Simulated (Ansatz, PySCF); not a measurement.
Pair of molecules: N2 (SMILES N#N) (first 2 atoms) with GeH4 (SMILES [GeH4]); geometry from B3LYP-D3(BJ)/def2-TZVP, rigid monomers moved along the line of their centres of mass till N1···Ge3 is 4.14 Å.
(charge 0, multiplicity 1):
```xyz
7

N     -0.440     0.512     0.142
N     -0.115     1.190    -0.649
Ge     0.162    -0.500     4.114
H      1.386     0.108     3.414
H      0.495    -0.753     5.593
H     -0.209    -1.827     3.438
H     -1.020     0.476     4.017
```

Quantity: the interaction energy.

Monomers are frozen at their geometry in the pair; levels with a basis set take the counterpoise correction.

Correlated levels freeze the cores. Filled d and f shells under p-block atoms count as core. CBS(a, b) extrapolates the correlation energy as X⁻³ and adds the Hartree–Fock energy of set b.

Codes used: Ansatz (Gaussian orbitals); PySCF for the dispersion terms. 

Costs are ratios of core time to PBE/def2-TZVPPD (roughly 2.8 s), for whole runs (searches for the state included, and forces where a run took them) on one shared machine, so rough; each difference counts from -0.42 kcal/mol (CCSD(T)/CBS(aug-cc-pVDZ, aug-cc-pVTZ), a level with limits of its own).

A star marks coupled-cluster runs past 200 virtual orbitals, where the program's memory plan changes under this machine's limit, so their costs aren't comparable with smaller runs.

| level | basis functions | cost | difference (kcal/mol) |
|---|---|---|---|
| PBE/def2-TZVPPD | 196 | ×1 | 0.21 |
| PBE-D3(BJ)/def2-TZVPPD | 196 | ×1 | -0.14 |
| PBE0/def2-TZVPPD | 196 | ×2 | 0.26 |
| PBE0-D3(BJ)/def2-TZVPPD | 196 | ×2 | -0.11 |
| r2SCAN/def2-TZVPPD | 196 | ×2 | 0.24 |
| r2SCAN-D3(BJ)/def2-TZVPPD | 196 | ×2 | 0.04 |
| B3LYP/def2-TZVPPD | 196 | ×2 | 0.53 |
| B3LYP-D3(BJ)/def2-TZVPPD | 196 | ×2 | 0.00 |
| wB97X-V/def2-TZVPPD | 196 | ×3 | -0.02 |
| wB97M-V/def2-TZVPPD | 196 | ×4 | 0.01 |
| CCSD(T)/aug-cc-pVDZ | 118 | ×5 | 0.04 |
| CCSD(T)/aug-cc-pVTZ | 243 | ×400* | 0.01 |

With a budget of 10 times the cost of PBE/def2-TZVPPD, the closest level: B3LYP-D3(BJ)/def2-TZVPPD, at 0.00 kcal/mol; next is wB97M-V/def2-TZVPPD at 0.01 kcal/mol.

Ansatz is an electronic-structure program.
